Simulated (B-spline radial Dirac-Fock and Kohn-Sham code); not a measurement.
**How the settings move the core levels of Cl⁶⁺**

ΔSCF core binding energies without Breit or QED terms, calculated with an atomic code on a B-spline grid. Keys: rel is the Hamiltonian (dirac, or spin-free x2c and nr, where L3 and M5 stand for the whole 2p and 3d shells), method is hf or an exchange,correlation pair (spin-unpolarised, also for the hole states), nuc the nuclear model, radius_factor scales its radius, rmax is the box in bohr, h the logarithmic mesh step, order the B-spline order, points the quadrature points per cell, c_factor scales the speed of light, and damp, ndamp, maxit and tol steer the iteration. The run stops when the commutator error falls below 10·tol·max(1, Z/10), or the numerical noise floor, and the energy has settled to about 1e-8 Ha; the virial ratio is −V/T.

Base input:

```json
{"items": [{"Z": 17, "q": 6, "cfg": [[1, 0, 2], [2, 0, 2], [2, 1, 6], [3, 0, 1]], "A": 35, "rrms": 3.3654, "do": "settings", "holes": ["K", "L3", "M5"],
  "settings": [{"rel": "dirac", "method": "hf", "nuc": "fermi", "radius_factor": 1.0, "rmax": 45.0, "h": 0.3, "order": 8, "points": 10, "c_factor": 1.0, "maxit": 60, "damp": 0.5, "ndamp": 3, "tol": 1e-08}]}]}
```

The ground state converged in 8 iterations, with total energy -450.37636 Ha, virial ratio 1.99357 and highest orbital energy -113.75 eV. ΔSCF binding energies: L3 (2p3/2) 322.0 eV. Holes are computed only in closed shells, and unreliable hole states are left out.

Changes from the base run:

| changed setting | Δ total energy (Ha) | Δ L3 (eV) | iterations |
| --- | --- | --- | --- |
| radius_factor = 0.8 | -0.00019 | 0.00 | 8 |
| method = "rpbe,pbe" | -0.39176 | +2.51 | 9 |
| method = "rpbe,pbe"; radius_factor = 0.8; order = 5 | ? | ? | ? |
| rel = "x2c"; rmax = 25.0; h = 0.12 | +0.04188 | +0.56 | 8 |
| h = 0.12 | 0.00000 | 0.00 | 8 |
| nuc = "gauss" | 0.00000 | 0.00 | 8 |
| rel = "x2c" | +0.04188 | +0.56 | 8 |

Q: What does the change method = "rpbe,pbe"; radius_factor = 0.8; order = 5 do?

A: The total energy moves by -0.39189 Ha and the binding energies by L3 +2.51 eV; the run takes 9 iterations.
